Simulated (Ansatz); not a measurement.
Several settings on one geometry of `C[Si](C)(Cl)CCCCc1ccc(/N=N/c2ccccc2)cc1` (that of the charge 0 singlet, PBE-D4/def2-SVP). Ansatz on 2 threads of AMD EPYC 7R13 on a shared host and a share (18 GiB) of an NVIDIA H100 80GB HBM3; times are rough.

```xyz
45

C    -5.1570    0.8955   -2.5252
Si   -4.1150   -0.1624   -1.3706
C    -4.7557   -1.9290   -1.2746
Cl   -2.1611   -0.2481   -2.1761
C    -3.9507    0.6356    0.3351
C    -3.1423   -0.1822    1.3561
C    -2.8017    0.5724    2.6499
C    -1.8200    1.7542    2.4747
C    -0.4664    1.3249    1.9614
C    -0.1805    1.3144    0.5753
C     1.0409    0.8494    0.0890
C     2.0261    0.3854    0.9917
N     3.2931   -0.1053    0.6121
N     3.5235   -0.0914   -0.6342
C     4.7915   -0.5888   -1.0122
C     5.0660   -0.5808   -2.3969
C     6.2954   -1.0533   -2.8737
C     7.2579   -1.5359   -1.9707
C     6.9860   -1.5467   -0.5873
C     5.7624   -1.0769   -0.1046
C     1.7558    0.3966    2.3769
C     0.5245    0.8585    2.8514
H    -4.7466    1.9223   -2.6033
H    -6.1997    0.9669   -2.1501
H    -5.1863    0.4588   -3.5437
H    -5.7745   -1.9484   -0.8336
H    -4.0939   -2.5581   -0.6460
H    -4.8057   -2.3869   -2.2831
H    -3.4879    1.6332    0.1657
H    -4.9740    0.8449    0.7231
H    -2.2002   -0.5402    0.8861
H    -3.7117   -1.0993    1.6198
H    -2.3612   -0.1429    3.3781
H    -3.7373    0.9543    3.1159
H    -1.7022    2.2606    3.4554
H    -2.2581    2.5073    1.7860
H    -0.9421    1.6651   -0.1383
H     1.2638    0.8269   -0.9868
H     4.2877   -0.1944   -3.0727
H     6.5061   -1.0447   -3.9544
H     8.2248   -1.9088   -2.3419
H     7.7441   -1.9271    0.1161
H     5.5193   -1.0713    0.9677
H     2.5402    0.0335    3.0576
H     0.3225    0.8625    3.9348
```

Totals from different functionals, basis sets or treatments of relativity can't be compared as stabilities.

(1) Give the basis size and estimate the energy, ⟨S²⟩, dipole and time of these runs.

```tsv
run	method	charge	state	further keys
1	UKS r2SCAN0-D4/aug-cc-pVDZ	0	singlet	fitting: {mean_field: def2-universal-jkfit}; forces asked
2	RKS BLYP/def2-mTZVPP	0	singlet	fitting: {mean_field: def2-universal-jkfit}; nuclear_model: gaussian; scf: {omitted_lower_state_checks: [starts]}
3	RKS revPBE0/def2-SVPD	0	singlet	fitting: {mean_field: def2-universal-jkfit}; scf: {lower_state_search: full}; forces asked
```

Answers

(1) 
```csv
run,functions,energy (Eh),⟨S²⟩,dipole (D),wall time
1,721,-1558.5181,0.00,3.24,20 s
2,559,-1558.8992,–,–,3.9 s
3,635,-1557.7818,–,3.20,5.5 s
```
